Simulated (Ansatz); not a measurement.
```yaml
crystal:
  periodic: [false, false, false]
  atoms:
    - {symbol: S, position_ang: [0.981818, 3.214448, 0.263862]}
    - {symbol: Al, position_ang: [0.360421, 1.132193, 0.179466]}
    - {symbol: C, position_ang: [0.762616, -0.613155, 0.988084]}
    - {symbol: N, position_ang: [0.105575, -1.467363, -0.027285]}
    - {symbol: C, position_ang: [-1.050669, -0.822689, -0.618151]}
    - {symbol: O, position_ang: [-0.853530, 0.560513, -0.887347]}
    - {symbol: H, position_ang: [0.092624, 3.558136, -0.686178]}
    - {symbol: H, position_ang: [0.295604, -0.772519, 1.966177]}
    - {symbol: H, position_ang: [1.808795, -0.899520, 1.094856]}
    - {symbol: H, position_ang: [0.770647, -1.680929, -0.760432]}
    - {symbol: H, position_ang: [-1.297048, -1.340158, -1.548885]}
    - {symbol: H, position_ang: [-1.899753, -0.924158, 0.069730]}
basis:
  gaussian: {orbitals: aug-cc-pVTZ}
hamiltonian: {xc: {name: wB97X}}
output: {forces: true}
```

```sh
$ ansatz run in.yaml --threads 4 --pin off --events-out ev --progress --plain --max-ram 10444MiB
```

Shortened log:

```
Functional definition: wB97X
1900 factors; their error is unknown
658 factors; integrals over basis functions are off by at most 2.4e-5 eV
mean field evaluation 1: about -23135.9795 eV, gradient 6.5e1 eV
mean field evaluation 2: about -23135.9895 eV, gradient 6.9e1 eV
mean field evaluation 4: about -23144.3667 eV, gradient 3.7e0 eV
mean field evaluation 8: about -23144.3960 eV, gradient 8.6e-2 eV
mean field evaluation 16: about -23144.3953 eV, gradient 2.5e-4 eV
mean field -23144.39534781 eV, -850.5408411975 hartree, gradient 3.6e-5 eV, S^2 0.000000; 0 other end points of the search recorded, 0 dependent functions left out
reference -23144.39529143 eV, -850.5408391253 hartree; 31, 31 occupied and 391, 391 virtual orbitals, 1900 factors
Total energy: -23144.39529143 eV, -850.5408391253 hartree
Atom 0 at     0.981818     3.214448     0.263862 Å, force    -0.079865    -0.032977    -0.068952 eV/Å
Atom 1 at     0.360421     1.132193     0.179466 Å, force     0.146748     0.123861     0.137457 eV/Å
Atom 2 at     0.762616    -0.613155     0.988084 Å, force     0.096583     0.138013     0.158694 eV/Å
Atom 3 at     0.105575    -1.467363    -0.027285 Å, force     0.118222    -0.097234    -0.129308 eV/Å
Atom 4 at    -1.050669    -0.822689    -0.618151 Å, force    -0.279415    -0.190284    -0.097387 eV/Å
Atom 5 at    -0.853530     0.560513    -0.887347 Å, force    -0.040025     0.021956    -0.081363 eV/Å
Atom 6 at     0.092624     3.558136    -0.686178 Å, force     0.064943     0.004017     0.062652 eV/Å
Atom 7 at     0.295604    -0.772519     1.966177 Å, force     0.037433    -0.011335    -0.073178 eV/Å
Atom 8 at     1.808795    -0.899520     1.094856 Å, force    -0.070076     0.000320    -0.002271 eV/Å
Atom 9 at     0.770647    -1.680929    -0.760432 Å, force    -0.067012    -0.014126     0.072159 eV/Å
Atom 10 at    -1.297048    -1.340158    -1.548885 Å, force     0.012201     0.040807     0.063830 eV/Å
Atom 11 at    -1.899753    -0.924158     0.069730 Å, force     0.060263     0.016982    -0.042332 eV/Å
Dipole moment:     0.152883    -0.059363     0.015849 e Å
```

Run time 69 s (4 threads of a server CPU on a shared host); peak host memory 3 GiB.
